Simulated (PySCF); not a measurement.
Task: Give a PBE0-D3(BJ)/def2-SVP geometry of `ClB([C@@H]1CCN([SiH3])C1)Cl`.

Result: 
```xyz
19
C4H10BCl2NSi angstrom
Si     0.3379    0.4192   -1.8345
N     -0.8484   -0.6907   -1.2365
C     -0.9268   -1.2189    0.1056
C     -2.4310   -1.2087    0.4112
C     -3.1162   -1.3518   -0.9666
B     -4.0984   -0.2102   -1.3695
Cl    -3.7382    1.4680   -0.9944
Cl    -5.5382   -0.5413   -2.3187
C     -1.9252   -1.2693   -1.9888
H     -0.2826    1.1761   -2.9638
H      0.7285    1.3314   -0.7165
H      1.5977   -0.2120   -2.3530
H     -0.5299   -2.2537    0.1624
H     -0.3417   -0.6063    0.8094
H     -2.7252   -2.0136    1.1002
H     -2.7012   -0.2529    0.8831
H     -3.6160   -2.3253   -1.0740
H     -1.6978   -2.2939   -2.3459
H     -2.1453   -0.6667   -2.8872
```

Orientation and origin are arbitrary. Atoms count from 1 in this order. Of the pairs four or more bonds apart, Cl7···H16 is among the closest relative to their van der Waals radii: 2.75 Å, 93 % of the sum of Bondi's values. B6 (three-coordinate boron) is planar (angles 121.2°, 121.0° and 117.6°, sum 359.8°, 0.04 Å off the plane of its three neighbours). The 3 C–C bonds span 1.535 Å (C3–C4, drawn single) to 1.572 Å (C5–C9, drawn single), a spread of 0.037 Å. The 5-membered ring N2–C3–C4–C5–C9 has internal angles of 103.6° to 107.4°; it is puckered, 0.16 Å rms from its mean plane, widest ring torsion 41°.

Bonds between heavy atoms (Å): Si1–N2 1.731, N2–C3 1.444, C3–C4 1.535, C4–C5 1.545, C5–B6 1.559, B6–Cl7 1.757, B6–Cl8 1.756, C5–C9 1.572, N2–C9 1.435.

Level of theory: PySCF, PBE0-D3(BJ)/def2-SVP geometry optimisation, gas phase.

Point group: C1 (no symmetry element, even within 0.4 Å). Stationary, but not proved a minimum. One conformer, not necessarily the lowest (C4–C5–B6–Cl7 39°, Si1–N2–C3–C4 140°, N2–C3–C4–C5 28°, C3–C4–C5–B6 -122°, C4–C5–C9–N2 -18°).
